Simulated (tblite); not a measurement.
C4H12BGeN.
Numbering: `[CH:1]#[N+:2][B@@H-:3]([CH3:4])[C@H:5]([CH3:6])[GeH3:7]` (hydrogens: H8 on C1; H9 on B3; H10, H11, H12 on C4; H13 on C5; H14, H15, H16 on C6; H17, H18, H19 on Ge7)
Bond orders are those of one Lewis drawing.

Computed with GFN2-xTB (tblite), gas phase: L-BFGS steps from a force-field or distance-geometry start until the largest atomic force falls under 0.01 eV/Å.

Step 12: E = -563.0657 eV
```
atom  x, y, z in Å  |  force x, y, z in eV/Å
C1     -1.3305    2.1343   -0.7979    0.008  -0.117   0.049
N2     -1.2183    1.0973   -0.3155   -0.031   0.074  -0.055
B3     -1.0705   -0.2148    0.2821    0.028   0.028   0.081
C4     -1.5860   -1.3141   -0.8110   -0.051  -0.050   0.036
C5      0.5256   -0.4175    0.6605   -0.029  -0.036  -0.143
C6      0.9838    0.4926    1.7952    0.015  -0.030   0.041
Ge7     1.7432   -0.2190   -0.8887   -0.025   0.029   0.000
H8     -1.4587    3.0858   -1.2268    0.022   0.032  -0.028
H9     -1.7462   -0.1667    1.2672   -0.009  -0.075  -0.019
H10    -1.1488   -1.1676   -1.7982    0.038   0.040   0.046
H11    -1.2966   -2.3064   -0.4682   -0.074   0.035  -0.062
H12    -2.6689   -1.3040   -0.9278    0.047  -0.013   0.010
H13     0.6189   -1.4595    0.9898    0.019   0.097   0.038
H14     2.0180    0.2851    2.0779   -0.001  -0.006  -0.010
H15     0.9248    1.5433    1.5060   -0.025  -0.039   0.005
H16     0.3560    0.3421    2.6727    0.021   0.054   0.014
H17     1.6715    1.1669   -1.4903    0.031  -0.056  -0.005
H18     3.1916   -0.3986   -0.5141   -0.032   0.003  -0.012
H19     1.4813   -1.1699   -2.0204    0.046   0.031   0.013
```

Step 13: E = -563.0678 eV
```
atom  x, y, z in Å  |  force x, y, z in eV/Å
C1     -1.3304    2.1331   -0.7972    0.006  -0.101   0.037
N2     -1.2209    1.0959   -0.3154   -0.027   0.056  -0.032
B3     -1.0733   -0.2148    0.2846    0.027  -0.008   0.083
C4     -1.5879   -1.3140   -0.8081   -0.055  -0.067  -0.001
C5      0.5241   -0.4182    0.6592   -0.021  -0.014  -0.094
C6      0.9825    0.4911    1.7949    0.035   0.010   0.058
Ge7     1.7450   -0.2182   -0.8915   -0.058   0.022   0.032
H8     -1.4563    3.0839   -1.2279    0.021   0.040  -0.031
H9     -1.7506   -0.1691    1.2689    0.008  -0.063  -0.018
H10    -1.1474   -1.1624   -1.7926    0.045   0.033   0.021
H11    -1.3015   -2.3094   -0.4722   -0.056   0.046  -0.039
H12    -2.6700   -1.3057   -0.9314    0.034   0.006   0.023
H13     0.6195   -1.4578    0.9951    0.014   0.085  -0.003
H14     2.0169    0.2857    2.0769    0.016  -0.028  -0.010
H15     0.9257    1.5420    1.5091   -0.035  -0.007  -0.025
H16     0.3584    0.3465    2.6765    0.009   0.018  -0.013
H17     1.6769    1.1672   -1.4953    0.022  -0.058   0.003
H18     3.1925   -0.3977   -0.5168   -0.022   0.001  -0.003
H19     1.4870   -1.1689   -2.0243    0.038   0.029   0.014
```

Step 14: E = -563.0691 eV
```
atom  x, y, z in Å  |  force x, y, z in eV/Å
C1     -1.3303    2.1317   -0.7966   -0.002  -0.039   0.006
N2     -1.2229    1.0946   -0.3151   -0.023   0.011   0.001
B3     -1.0748   -0.2151    0.2875    0.009  -0.033   0.042
C4     -1.5897   -1.3143   -0.8065   -0.029  -0.036  -0.020
C5      0.5228   -0.4181    0.6571   -0.006   0.021  -0.012
C6      0.9823    0.4901    1.7951    0.034   0.032   0.034
Ge7     1.7451   -0.2174   -0.8927   -0.057   0.009   0.039
H8     -1.4543    3.0827   -1.2288    0.023   0.023  -0.023
H9     -1.7536   -0.1713    1.2700    0.013  -0.055  -0.004
H10    -1.1458   -1.1587   -1.7887    0.043   0.028   0.009
H11    -1.3057   -2.3107   -0.4755   -0.034   0.020  -0.013
H12    -2.6704   -1.3069   -0.9335    0.002   0.021   0.024
H13     0.6201   -1.4551    0.9983    0.011   0.049  -0.028
H14     2.0167    0.2857    2.0762    0.024  -0.039  -0.011
H15     0.9257    1.5409    1.5107   -0.033   0.016  -0.040
H16     0.3600    0.3496    2.6787   -0.001  -0.011  -0.025
H17     1.6809    1.1659   -1.4985    0.013  -0.039   0.002
H18     3.1924   -0.3970   -0.5190   -0.017   0.000   0.007
H19     1.4916   -1.1673   -2.0264    0.028   0.021   0.010
```

Step 15: E = -563.0698 eV
```
atom  x, y, z in Å  |  force x, y, z in eV/Å
C1     -1.3304    2.1306   -0.7963   -0.007   0.014  -0.019
N2     -1.2244    1.0937   -0.3147   -0.020  -0.024   0.026
B3     -1.0754   -0.2159    0.2898   -0.009  -0.035  -0.002
C4     -1.5911   -1.3147   -0.8059    0.000   0.004  -0.021
C5      0.5220   -0.4175    0.6557    0.004   0.044   0.047
C6      0.9827    0.4901    1.7956    0.022   0.036   0.002
Ge7     1.7442   -0.2169   -0.8925   -0.033  -0.003   0.030
H8     -1.4528    3.0821   -1.2296    0.026  -0.003  -0.012
H9     -1.7550   -0.1735    1.2707    0.011  -0.050   0.013
H10    -1.1442   -1.1563   -1.7865    0.034   0.022   0.005
H11    -1.3086   -2.3111   -0.4775   -0.017  -0.012   0.003
H12    -2.6707   -1.3072   -0.9343   -0.023   0.030   0.018
H13     0.6207   -1.4525    0.9994    0.011   0.015  -0.034
H14     2.0173    0.2849    2.0758    0.023  -0.036  -0.012
H15     0.9251    1.5405    1.5108   -0.022   0.025  -0.038
H16     0.3609    0.3511    2.6794   -0.005  -0.023  -0.024
H17     1.6834    1.1641   -1.5001    0.005  -0.017  -0.003
H18     3.1918   -0.3966   -0.5201   -0.019  -0.001   0.015
H19     1.4947   -1.1659   -2.0272    0.019   0.012   0.007
```

**Question.** Estimate the geometry and energy of step 16. (The exact step hangs on the optimiser's Hessian estimate; all steps are aligned on step 15, rigid shifts and turns removed.)

**Answer.** E = -563.0706 eV, largest force 0.092 eV/Å
```
atom  x, y, z in Å  |  force x, y, z in eV/Å
C1     -1.3305    2.1295   -0.7963   -0.010   0.042  -0.031
N2     -1.2261    1.0929   -0.3141   -0.019  -0.041   0.040
B3     -1.0760   -0.2172    0.2917   -0.023  -0.021  -0.034
C4     -1.5923   -1.3151   -0.8059    0.023   0.035  -0.015
C5      0.5213   -0.4161    0.6554    0.007   0.051   0.076
C6      0.9836    0.4908    1.7961    0.006   0.030  -0.027
Ge7     1.7427   -0.2164   -0.8918   -0.003  -0.011   0.014
H8     -1.4509    3.0817   -1.2306    0.028  -0.029  -0.001
H9     -1.7558   -0.1765    1.2714    0.007  -0.045   0.027
H10    -1.1421   -1.1538   -1.7846    0.020   0.014   0.003
H11    -1.3113   -2.3117   -0.4791   -0.005  -0.033   0.012
H12    -2.6714   -1.3067   -0.9345   -0.033   0.036   0.007
H13     0.6214   -1.4500    0.9996    0.011  -0.014  -0.031
H14     2.0182    0.2836    2.0751    0.015  -0.022  -0.014
H15     0.9241    1.5408    1.5101   -0.006   0.027  -0.028
H16     0.3615    0.3519    2.6795   -0.003  -0.026  -0.019
H17     1.6854    1.1623   -1.5014   -0.001   0.004  -0.006
H18     3.1908   -0.3963   -0.5206   -0.023  -0.001   0.021
H19     1.4976   -1.1645   -2.0276    0.010   0.005   0.005
```

The energy changes by -0.0007 eV. The first-order estimate −F·Δx gives -0.0010 eV and the mean of the old and new forces, exact on a quadratic surface, -0.0007 eV. The step makes an angle of 54° with the force vector and moves no atom by more than 0.004 Å.

The cost below is that of the whole relaxation. On an Arm Neoverse V2 with one thread (shared host), this took 0.43 s.
